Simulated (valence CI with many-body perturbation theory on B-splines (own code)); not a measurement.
## Br22+: one-electron terms

Level of theory: valence CI with perturbative core correlation (CI+MBPT): three valence electrons over a frozen Dirac-Fock core [Ne], a basis of 11 s, 11 p, 9 d, 7 f, 5 g, 2 h, 1 i functions for each j, with the one-electron correlation potential Σ1, the two-electron term Σ2, the three-electron term Σ3, Breit, model QED; selected CI, second order for the rest (own B-spline code, finite nucleus).

No measured levels were compared; by estimate levels of excited configurations hold to 0.05 to 0.15 % of their energy, terms of the ground configuration to about 0.5 %.

These are the spectroscopic orbitals of the CI (the correlating ones are not listed), shaped by the core and the other valence electrons. h is the expectation value of the core's Dirac-Fock operator, without the valence repulsion; Σ1 is computed up to l = 3 at one energy for each symmetry, that of its lowest orbital but kept below the first core excitation, so for empty shells it is not the orbital's own correlation shift; Breit and QED include the response of the core.

| Orbital | h (hartree) | Σ1 (cm⁻¹) | Breit (cm⁻¹) | QED (cm⁻¹) | ⟨r⟩ (bohr) |
| --- | --- | --- | --- | --- | --- |
| 3s1/2 | -41.104 | -5830 | 3024 | 2101 | 0.4689 |
| 4s1/2 | -22.058 | -1890 | 1156 | 821 | 0.8797 |
| 5s1/2 | -13.74 | -842 | 544 | 391 | 1.427 |
| 6s1/2 | -9.3768 | -455 | 301 | 218 | 2.103 |
| 3p1/2 | -39.107 | -7110 | 4932 | -134 | 0.4538 |
| 4p1/2 | -21.235 | -2274 | 1887 | -49.7 | 0.8796 |
| 5p1/2 | -13.331 | -1037 | 916 | -23.9 | 1.437 |
| 6p1/2 | -9.1444 | -565 | 515 | -13.3 | 2.123 |
| 3p3/2 | -38.684 | -6864 | 3067 | 56.0 | 0.4595 |
| 4p3/2 | -21.066 | -2218 | 1154 | 23.0 | 0.8872 |
| 5p3/2 | -13.247 | -1016 | 570 | 11.5 | 1.446 |
| 6p3/2 | -9.0967 | -555 | 319 | 6.6 | 2.135 |
| 3d3/2 | -36.016 | -8076 | 2000 | -92.8 | 0.4083 |
| 4d3/2 | -20.062 | -2224 | 730 | -33.2 | 0.8536 |
| 5d3/2 | -12.758 | -985 | 350 | -16.0 | 1.427 |
| 3d5/2 | -35.935 | -7875 | 869 | -40.4 | 0.4098 |
| 4d5/2 | -20.026 | -2165 | 315 | -12.2 | 0.8555 |
| 5d5/2 | -12.739 | -958 | 152 | -5.4 | 1.429 |
| 4f5/2 | -19.529 | -1631 | 47.7 | -7.8 | 0.7612 |
| 5f5/2 | -12.49 | -813 | 33.6 | -4.5 | 1.344 |
| 4f7/2 | -19.515 | -1614 | 4.9 | 0.6 | 0.7620 |
| 5f7/2 | -12.483 | -804 | 3.5 | -0.2 | 1.345 |
| 5g7/2 | -12.437 |  | 0.8 | -1.4 | 1.190 |
| 5g9/2 | -12.433 |  | -0.1 | 1.0 | 1.190 |

Among the shells of the start configuration 3s2 3p1, Σ1 is largest in size for 3p1/2, where it is 0.083 % of h.

Lowest root of each symmetry, sizes in configuration state functions:

| J | Parity | Roots | Reference | Variational | Second order | Change by selected CI (cm⁻¹) | Change by second order (cm⁻¹) |
| --- | --- | --- | --- | --- | --- | --- | --- |
| 1/2 | even | 9 | 65 | 7022 | 12110 | -1706 | 0 |
| 3/2 | even | 13 | 100 | 11929 | 25027 | -1401 | 0 |
| 5/2 | even | 12 | 99 | 13723 | 23565 | -1714 | -1 |
| 7/2 | even | 7 | 69 | 12407 | 30921 | -3248 | -1 |
| 9/2 | even | 4 | 42 | 9281 | 29819 | -4136 | -3 |
| 1/2 | odd | 7 | 59 | 6843 | 13326 | -3061 | 0 |
| 3/2 | odd | 12 | 93 | 11646 | 21687 | -3027 | -1 |
| 5/2 | odd | 9 | 88 | 12806 | 29148 | -2214 | -1 |
| 7/2 | odd | 5 | 64 | 11309 | 24345 | -2603 | -1 |
| 9/2 | odd | 2 | 33 | 8390 | 14567 | -2438 | -2 |
